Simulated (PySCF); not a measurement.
# A small calculation by hand: oscillator strength and radiative lifetime

SiHCl, SMILES [SiH]Cl (connectivity only; charge and spin as stated), neutral, multiplicity 1.

Geometry optimised at r2SCAN-D4/def2-TZVP. The isomer is the one that the SMILES or the coordinates give; other isomers of the formula were not compared.

TDDFT-M06-2X/def2-TZVPD (PySCF 2.14.0) puts the first singlet state with f over 0.02 at 5.47 eV (vertical), with the transition dipole (0.065, -0.663, 0.000) in atomic units.

Problem. Find the oscillator strength, the wavelength and the radiative lifetime that this transition would have in vacuum if emission retraced absorption.

Solution. 
|μ|² = 0.4438 au, so |μ| = 1.69 D. ΔE = 5.47/27.211 = 0.2010 hartree. f = (2/3) ΔE |μ|² = 0.059 (the program prints 0.059).
λ = 1239.84/5.47 = 227 nm; ν = 44119 cm⁻¹.
Einstein's coefficient A = 0.6670 ν² f s⁻¹ (ν in cm⁻¹) = 7.7e7 s⁻¹, so τ = 1/A = 13 ns. This state is S3; the lower singlets have f = 0.012, 0.012. The figure is the radiative limit of this one transition; relaxation, internal conversion, crossing to triplets and a medium change what is measured.
